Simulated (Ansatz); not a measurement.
`[OH][Mo]([OH])([OH])([F])=[S]`, charge 0, multiplicity 1.

Question: Give a relaxed structure at PBE0-D4/def2-TZVP (Ansatz 0.2.0). (Estimate.)

Answer: The calculation gave: 
Z-matrix (Å, degrees):
```
Mo
O 1 1.850
O 1 1.879 2 90.6
S 1 2.087 2 103.3 3 110.8
O 1 1.879 2 90.7 3 -138.4
F 1 1.909 2 154.9 3 -69.1
H 2 0.963 1 124.2 3 69.0
H 3 0.963 1 115.9 2 -161.1
H 5 0.963 1 116.0 2 161.0
```
Point group Cs.
This is one stationary point; other conformers may exist.
